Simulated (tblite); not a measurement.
C₇H₄ClO (doublet state).
Cartesian coordinates in Å at the GFN2-xTB level; atoms count from 1:
```xyz
13
C7H4ClO angstrom
O      3.0492   -0.3320    0.7986
C      2.2591    0.1645    0.0401
C      0.8035    0.0011    0.0924
C      0.2360   -0.7981    1.1038
C     -1.1111   -0.9289    1.1228
C     -1.9609   -0.3388    0.2267
Cl    -3.6675   -0.5445    0.3035
C     -1.4043    0.4563   -0.7809
C     -0.0354    0.6168   -0.8362
H      2.5939    0.8133   -0.7943
H      0.8913   -1.2718    1.8191
H     -2.0542    0.9318   -1.4997
H      0.3960    1.2309   -1.6135
```

Computed with GFN2-xTB (tblite): harmonic, unscaled wavenumbers at the GFN2-xTB geometry, gas phase. Against measured fundamentals such values can be off by several per cent, at times by over 20. One conformer, not necessarily the lowest. Open shells enter through the occupations alone, without spin polarisation, and single modes of such species can be off by tens of per cent.

Harmonic wavenumbers (cm⁻¹): 72.0, 140.0, 167.1, 273.9, 278.8, 334.2, 356.9, 465.6, 528.8, 591.8, 617.2, 661.9, 801.8, 819.6, 850.6, 889.7, 917.8, 973.0, 1090.4, 1138.0, 1161.0, 1215.5, 1275.9, 1362.5, 1383.6, 1427.2, 1487.4, 1589.1, 1747.1, 2748.8, 3075.4, 3082.2, 3089.1.

A = 5434, B = 694.4, C = 615.7 MHz; mass 138.995 u (most abundant isotopes); point group Cs, symmetry number 1; spin multiplicity 2.

Q: Zero-point energy?

A: Half the sum of the wavenumbers: 18307 cm⁻¹ = 219.00 kJ/mol.

Q: Give the ideal-gas entropy at 200 K and 1 bar in the rigid-rotor, harmonic-oscillator model (classical rotation).

A: Translation 162.10, rotation 117.68, vibration 47.27, spin (R ln 2) 5.76: S = 332.8 J/(mol K).

Q: And Cp and H(200 K) − H(0)?

A: Cp = 95.43 J/(mol K), of which vibrations give 62.17 (their classical limit is 33 R = 274.4); H(200 K) − H(0) = 12.29 kJ/mol without the zero-point energy, 5.64 from vibrations.

Q: Blend soft modes into free rotors: weight 1/[1 + (100 cm⁻¹/ν̃)⁴] for the oscillator and the rest for a rotor with moment μB/(μ + B), μ = h/(8π²ν), B = 10⁻⁴⁴ kg m². What vibrational entropy results?

A: 45.80 J/(mol K) in place of 47.27, which changes −T·S at 200 K by +0.29 kJ/mol.

Q: What must be added to the electronic energy to get the Gibbs energy at 200 K and 1 bar?

A: ZPE + [H(200 K) − H(0)] − T·S = 219.00 + 12.29 − 66.56 = 164.73 kJ/mol.

Hindered rotation and anharmonicity are outside this model. Other conformers, if any are populated, would add a mixing term that is left out.
